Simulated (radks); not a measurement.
Problem. Ga+, configuration [Ar] 3d10 4s2. All-electron calculation, scalar-relativistic Kohn-Sham, BLYP, spin-polarised, spherical densities, finite nucleus; Fermi nuclear charge, rms radius 3.9973 fm. Program: a radial shooting solver on a logarithmic mesh with Libxc functionals. Some entries of the table are withheld. Estimate them.

orbital,occ.,eigenvalue (hartree),<r> (bohr)
1s,2,-376.3484,0.04860
2s,2,-46.70084,0.2178
2p,6,-40.70267,0.1907
3s,2,-5.73710,0.6519
3p,6,-3.93032,(1)
3d,10,-1.00444,0.8084
4s,2,(2),(3)

Solution. 
(1) 3p <r> (bohr): 0.6792
(2) 4s eigenvalue (hartree): -0.60152
(3) 4s <r> (bohr): 2.217
